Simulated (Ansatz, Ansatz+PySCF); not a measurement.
```csv
atom,x (Å),y (Å),z (Å)
C,0.0000,0.0000,0.0000
N,0.0000,0.0000,1.2892
```

Basis set: def2-SVP (spherical functions). Frozen core: 2 orbitals. Correlation on ROHF uses semicanonical orbitals with singles. Charge 0, multiplicity 2.

Computed with Ansatz (development build ahead of 0.2.0); each method stands on the lowest determinant of its kind that the runs found.

(1) Give the atomization energy at this shape (free ground-state atoms in the same class of orbitals less the molecule, no zero-point energy) of doublet CN by UHF-CCSDT(Q), UHF-CCSD(T), ROHF-MP2, UHF-MP2, ROHF, UHF.

Results:

(1)

```json
{"method": "UHF-CCSDT(Q)", "atomization energy": "667.9 kJ/mol"}
{"method": "UHF-CCSD(T)", "atomization energy": "649.9 kJ/mol"}
{"method": "ROHF-MP2", "atomization energy": "589.1 kJ/mol"}
{"method": "UHF-MP2", "atomization energy": "531.2 kJ/mol"}
{"method": "ROHF", "atomization energy": "313.3 kJ/mol"}
{"method": "UHF", "atomization energy": "334.7 kJ/mol"}
```

Caution: the shape is not the minimum. Caution for UHF-CCSDT(Q), UHF-CCSD(T), UHF-MP2, UHF: the unrestricted determinant is a mixture of spin states. Caution for UHF-CCSD(T), ROHF-MP2: another reference gives a lower total. Caution for ROHF-MP2: a plain start can end on a higher determinant.
